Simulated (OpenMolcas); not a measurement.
## Re2+: input and output

Input:

```
&GATEWAY
Coord
1

Re 0.0 0.0 0.0
Basis=ANO-R3
Group=XYZ
NoMove
AngMom=0.0 0.0 0.0
AMFI
&SEWARD
* reference wave functions (RASSCF and RASSI steps not shown): 5 electrons in 5 orbitals (5d)
>>> COPY JOB001 $Project.JobIph
&CASPT2
Multistate=1 1
Frozen=14 9
IPEA=0.1
Sig2=0.05
MaxIter=60
WThr=0.0 0.3 0.05
PrWF=0.5
NoMix
>>> COPY JOB002 $Project.JobIph
&CASPT2
Multistate=24 1 2 3 4 5 6 7 8 9 10 11 12 13 14 15 16 17 18 19 20 21 22
23 24
Frozen=14 9
IPEA=0.1
Sig2=0.05
MaxIter=60
WThr=0.0 0.3 0.05
PrWF=0.5
NoMix
>>> COPY JOB003 $Project.JobIph
&CASPT2
Multistate=75 1 2 3 4 5 6 7 8 9 10 11 12 13 14 15 16 17 18 19 20 21 22
23 24 25 26 27 28 29 30 31 32 33 34 35 36 37 38 39 40 41 42 43 44 45 46
47 48 49 50 51 52 53 54 55 56 57 58 59 60 61 62 63 64 65 66 67 68 69 70
71 72 73 74 75
NoMult
Frozen=14 9
IPEA=0.1
Sig2=0.05
MaxIter=60
WThr=0.0 0.3 0.05
PrWF=0.5
NoMix
```

Launched by
```bash
OMP_NUM_THREADS=1 MOLCAS_MEM=2252 MOLCAS_PROJECT=a pymolcas a.inp > a.log  # once for each step of the input, in one work folder
```

Output, cut to the results:

```
--- CASPT2 ---
Orbital specifications:
      -----------------------

      Symmetry species                           1   2
                                                ag  au
      Frozen orbitals                           14   9
      Inactive orbitals                          1  10
      Active orbitals                            5   0
      Secondary orbitals                        38  41
      Deleted orbitals                           0   0
      Number of basis functions                 58  60
Type of calculation                        SS-CASPT2
      Fock operator                              state-specific
      IPEA shift                                 0.10
      Real shift                                 0.00
      Imaginary shift                            0.00
      Sigma^2 regularizer                        0.05
      The input orbitals will be transformed to quasi-canonical
Reference energy:      -16687.6210322667
      E2 (Non-variational):      -0.7973464382
      Shift correction:           0.0000000607
      E2 (Variational):          -0.7973463776
      Total energy:          -16688.4183786443
      Residual norm:              0.0000005704
      Reference weight:           0.90682
      Contributions to the CASPT2 correlation energy
      Active & Virtual Only:         -0.0579832298
      One Inactive Excited:          -0.2526042925
      Two Inactive Excited:          -0.4867589159
::    CASPT2 Root  1     Total energy: -16688.41837864
--- CASPT2 ---
Orbital specifications:
      -----------------------

      Symmetry species                           1   2
                                                ag  au
      Frozen orbitals                           14   9
      Inactive orbitals                          1  10
      Active orbitals                            5   0
      Secondary orbitals                        38  41
      Deleted orbitals                           0   0
      Number of basis functions                 58  60
Type of calculation                        MS-CASPT2
      Fock operator                              state-specific
      IPEA shift                                 0.10
      Real shift                                 0.00
      Imaginary shift                            0.00
      Sigma^2 regularizer                        0.05
      The input orbitals will be transformed to quasi-canonical
Reference energy:      -16687.5160219085
      E2 (Non-variational):      -0.8170839221
      Shift correction:          -0.0000000284
      E2 (Variational):          -0.8170839506
      Total energy:          -16688.3331058591
      Residual norm:              0.0000002514
      Reference weight:           0.89565
      Contributions to the CASPT2 correlation energy
      Active & Virtual Only:         -0.0762611448
      One Inactive Excited:          -0.2525553110
      Two Inactive Excited:          -0.4882674663
Reference energy:      -16687.5160219085
      E2 (Non-variational):      -0.8171269836
      Shift correction:          -0.0000000275
      E2 (Variational):          -0.8171270111
      Total energy:          -16688.3331489196
      Residual norm:              0.0000002425
      Reference weight:           0.89536
      Contributions to the CASPT2 correlation energy
      Active & Virtual Only:         -0.0762992996
      One Inactive Excited:          -0.2525553113
      Two Inactive Excited:          -0.4882723726
::    CASPT2 Root  1     Total energy: -16688.33310586
::    CASPT2 Root  2     Total energy: -16688.33314892
::    CASPT2 Root  3     Total energy: -16688.33317080
::    CASPT2 Root  4     Total energy: -16688.33305039
::    CASPT2 Root  5     Total energy: -16688.33311374
::    CASPT2 Root  6     Total energy: -16688.33317831
::    CASPT2 Root  7     Total energy: -16688.33311136
::    CASPT2 Root  8     Total energy: -16688.33310421
::    CASPT2 Root  9     Total energy: -16688.33319991
::    CASPT2 Root 10     Total energy: -16688.32155532
::    CASPT2 Root 11     Total energy: -16688.32152468
::    CASPT2 Root 12     Total energy: -16688.32161194
::    CASPT2 Root 13     Total energy: -16688.32097024
::    CASPT2 Root 14     Total energy: -16688.32097895
::    CASPT2 Root 15     Total energy: -16688.32104664
::    CASPT2 Root 16     Total energy: -16688.32095230
::    CASPT2 Root 17     Total energy: -16688.32092154
::    CASPT2 Root 18     Total energy: -16688.27770600
::    CASPT2 Root 19     Total energy: -16688.27765043
::    CASPT2 Root 20     Total energy: -16688.27807273
::    CASPT2 Root 21     Total energy: -16688.27771664
::    CASPT2 Root 22     Total energy: -16688.27772705
::    CASPT2 Root 23     Total energy: -16688.27774208
::    CASPT2 Root 24     Total energy: -16688.27777677
::    MS-CASPT2 Root  1     Total energy: -16688.33373092
::    MS-CASPT2 Root  2     Total energy: -16688.33343185
::    MS-CASPT2 Root  3     Total energy: -16688.33333009
::    MS-CASPT2 Root  4     Total energy: -16688.33323558
::    MS-CASPT2 Root  5     Total energy: -16688.33312489
::    MS-CASPT2 Root  6     Total energy: -16688.33294905
--- CASPT2 ---
Orbital specifications:
      -----------------------

      Symmetry species                           1   2
                                                ag  au
      Frozen orbitals                           14   9
      Inactive orbitals                          1  10
      Active orbitals                            5   0
      Secondary orbitals                        38  41
      Deleted orbitals                           0   0
      Number of basis functions                 58  60
Type of calculation                        SS-CASPT2
      Fock operator                              state-specific
      IPEA shift                                 0.10
      Real shift                                 0.00
      Imaginary shift                            0.00
      Sigma^2 regularizer                        0.05
...
```

Levels above the lowest, from the spin-orbit matrix with the single-state CASPT2 energies, averaged by term, on its diagonal:

```json
{"Configuration": "5d⁵", "Term": "⁶S", "J": "5/2", "E (cm⁻¹)": "0.0", "Measured (cm⁻¹)": "0.0", "Term weight %": "90", "Second": "9 ⁴P"}
{"Configuration": "5d⁵", "Term": "⁴G", "J": "5/2", "E (cm⁻¹)": "14830", "Measured (cm⁻¹)": "", "Term weight %": "28", "Second": "18 ⁴D"}
{"Configuration": "5d⁵", "Term": "⁴G", "J": "7/2", "E (cm⁻¹)": "18110", "Measured (cm⁻¹)": "16890", "Term weight %": "68", "Second": "14 ⁴D"}
{"Configuration": "5d⁵", "Term": "⁴D", "J": "3/2", "E (cm⁻¹)": "18310", "Measured (cm⁻¹)": "", "Term weight %": "49", "Second": "44 ⁴P"}
{"Configuration": "5d⁵", "Term": "⁴G", "J": "5/2", "E (cm⁻¹)": "18790", "Measured (cm⁻¹)": "", "Term weight %": "48", "Second": "24 ⁴D"}
{"Configuration": "5d⁵", "Term": "⁴G", "J": "11/2", "E (cm⁻¹)": "19040", "Measured (cm⁻¹)": "18020", "Term weight %": "87", "Second": "11 ²H"}
{"Configuration": "5d⁵", "Term": "⁴G", "J": "9/2", "E (cm⁻¹)": "19540", "Measured (cm⁻¹)": "18346", "Term weight %": "90", "Second": "5 ⁴F"}
{"Configuration": "5d⁵", "Term": "⁴P", "J": "1/2", "E (cm⁻¹)": "20420", "Measured (cm⁻¹)": "", "Term weight %": "59", "Second": "37 ⁴D"}
{"Configuration": "5d⁵", "Term": "⁴D", "J": "7/2", "E (cm⁻¹)": "22390", "Measured (cm⁻¹)": "20453", "Term weight %": "72", "Second": "22 ⁴G"}
{"Configuration": "5d⁵", "Term": "⁴D", "J": "5/2", "E (cm⁻¹)": "24300", "Measured (cm⁻¹)": "", "Term weight %": "40", "Second": "25 ²D(1)"}
{"Configuration": "5d⁵", "Term": "⁴D", "J": "1/2", "E (cm⁻¹)": "25110", "Measured (cm⁻¹)": "", "Term weight %": "62", "Second": "34 ⁴P"}
{"Configuration": "5d⁵", "Term": "⁴P", "J": "3/2", "E (cm⁻¹)": "26150", "Measured (cm⁻¹)": "", "Term weight %": "45", "Second": "44 ⁴D"}
{"Configuration": "5d⁵", "Term": "²I", "J": "11/2", "E (cm⁻¹)": "27780", "Measured (cm⁻¹)": "26170", "Term weight %": "77", "Second": "15 ²H"}
{"Configuration": "5d⁵", "Term": "⁴F", "J": "7/2", "E (cm⁻¹)": "28820", "Measured (cm⁻¹)": "", "Term weight %": "33", "Second": "22 ²F(1)"}
{"Configuration": "5d⁵", "Term": "²D(1)", "J": "3/2", "E (cm⁻¹)": "29330", "Measured (cm⁻¹)": "", "Term weight %": "46", "Second": "45 ⁴F"}
{"Configuration": "5d⁵", "Term": "²G(1)", "J": "9/2", "E (cm⁻¹)": "29790", "Measured (cm⁻¹)": "", "Term weight %": "47", "Second": "36 ⁴F"}
{"Configuration": "5d⁵", "Term": "⁴P", "J": "5/2", "E (cm⁻¹)": "30060", "Measured (cm⁻¹)": "", "Term weight %": "20", "Second": "18 ⁴F"}
{"Configuration": "5d⁵", "Term": "²I", "J": "13/2", "E (cm⁻¹)": "30130", "Measured (cm⁻¹)": "28588", "Term weight %": "100", "Second": ""}
{"Configuration": "5d⁵", "Term": "⁴F", "J": "5/2", "E (cm⁻¹)": "33120", "Measured (cm⁻¹)": "", "Term weight %": "41", "Second": "21 ²F(1)"}
{"Configuration": "5d⁵", "Term": "²H", "J": "9/2", "E (cm⁻¹)": "34670", "Measured (cm⁻¹)": "", "Term weight %": "49", "Second": "43 ⁴F"}
{"Configuration": "5d⁵", "Term": "²G(1)", "J": "7/2", "E (cm⁻¹)": "34920", "Measured (cm⁻¹)": "", "Term weight %": "45", "Second": "24 ²F(2)"}
{"Configuration": "5d⁵", "Term": "⁴F", "J": "3/2", "E (cm⁻¹)": "36210", "Measured (cm⁻¹)": "", "Term weight %": "49", "Second": "42 ²D(1)"}
{"Configuration": "5d⁵", "Term": "²F(2)", "J": "5/2", "E (cm⁻¹)": "36470", "Measured (cm⁻¹)": "", "Term weight %": "53", "Second": "22 ⁴F"}
{"Configuration": "5d⁵", "Term": "²F(1)", "J": "7/2", "E (cm⁻¹)": "36980", "Measured (cm⁻¹)": "", "Term weight %": "55", "Second": "29 ²G(1)"}
```

Against the 6 measured excited levels shown (the list in Brasseur, Gamrath and Quinet, At. Data Nucl. Data Tables 157, 101636 (2024)) the mean absolute deviation is 1400 cm-1; the largest miss in energy is 5d⁵ ⁴D_7/2 [72 %]: computed 22390, measured 20453 cm⁻¹ (+9.5 %).

Term energies are means over components that CASPT2 splits; among the terms shown or strongly mixed into the levels shown the widest spread is 350 cm-1 (5d⁵ ²F(2)). Configurations with an s electron lie low in 5d ions of this charge, fall among these levels and mix in, so low-spin terms can stand far too high, up to twice their true height, and weights are not those of the real levels. The CASPT2 spread within a term exceeds the gap to the next term for 5d⁵ ⁴F and 5d⁵ ²F(1), so the order of their levels is uncertain, and so are names and mixing where such terms share a J. Computed and measured levels are paired by configuration, term and J; levels that our copy of the source lacks, or whose pairing is in doubt (as where it misses far off the trend of its configuration), stay unpaired and out of the deviations. Only configurations of the active space appear. The table shows the lowest 24 of 37 levels.

The term weight is that of the spin-free term in the level, not the purity of its configuration. A share in square brackets marks a mixed level and gives the weight of the term that names it. A number in round brackets counts repeated terms of one configuration in the order of the reference energies.
